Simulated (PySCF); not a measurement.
**[Dy(H2O)6]3+: from a saddle point downhill**

PySCF 2.14.0, RKS PBE0, Dy lcecp-1-SVP with ECP55, O def2-SVP, H def2-SVP; non-relativistic Hamiltonian with scalar-relativistic core potentials where named; density fitting; no spin-orbit coupling. Relaxed within the symmetry of its start, the geometry (D2d) is

```xyz
19

Dy    0.0000    0.0000    0.0000
O     0.0000    0.0000    2.3573
H     0.5528    0.5316    2.9622
H    -0.5528   -0.5316    2.9622
O     0.0000    0.0000   -2.3573
H     0.5503   -0.5342   -2.9622
H    -0.5503    0.5342   -2.9622
O     2.3515   -0.0055    0.0000
H     2.9515   -0.5517    0.5448
H     2.9540    0.5379   -0.5448
O     0.0055    2.3573    0.0000
H     0.5585    2.9609    0.5329
H    -0.5446    2.9635   -0.5329
O    -2.3515    0.0055    0.0000
H    -2.9515    0.5517    0.5448
H    -2.9540   -0.5379   -0.5448
O    -0.0055   -2.3573    0.0000
H    -0.5585   -2.9609    0.5329
H     0.5446   -2.9635   -0.5329
```

and its lowest harmonic modes are -218, -100, -100, 41, 63, 63 cm⁻¹ (negative: unstable). It was moved along the lowest mode and relaxed again, within the group D2 that the move left.

**Question.** Where does it end, and how much lower?

**Answer.** In Th, 0.126 eV lower, after 22 steps:
```xyz
19

Dy    0.0000    0.0000    0.0000
O     0.0000    0.0000    2.3500
H     0.7702   -0.0042    2.9512
H    -0.7702    0.0042    2.9512
O     0.0000    0.0000   -2.3500
H     0.7702    0.0006   -2.9512
H    -0.7702   -0.0006   -2.9512
O     2.3505   -0.0055    0.0000
H     2.9499   -0.7771    0.0006
H     2.9535    0.7633   -0.0006
O     0.0055    2.3500    0.0000
H     0.0103    2.9512    0.7702
H     0.0036    2.9512   -0.7702
O    -2.3505    0.0055    0.0000
H    -2.9499    0.7771    0.0006
H    -2.9535   -0.7633   -0.0006
O    -0.0055   -2.3500    0.0000
H    -0.0103   -2.9512    0.7702
H    -0.0036   -2.9512   -0.7702
```

**Question.** How do the contacts change?

**Answer.** 
```
      contact  saddle (Å)  end (Å)
 Dy1–O2 (H2O)       2.357    2.350
 Dy1–O5 (H2O)       2.357    2.350
 Dy1–O8 (H2O)       2.351    2.350
Dy1–O11 (H2O)       2.357    2.350
Dy1–O14 (H2O)       2.351    2.350
Dy1–O17 (H2O)       2.357    2.350
```


**Question.** Is the end a minimum?

**Answer.** Yes; lowest modes 58, 58, 58, 73, 73, 73 cm⁻¹.

An lcecp potential fixes the number of 4f electrons, so in runs with it no electron can move into or out of that shell.

State: singlet in the valence, with the 4f electrons in the core potential.
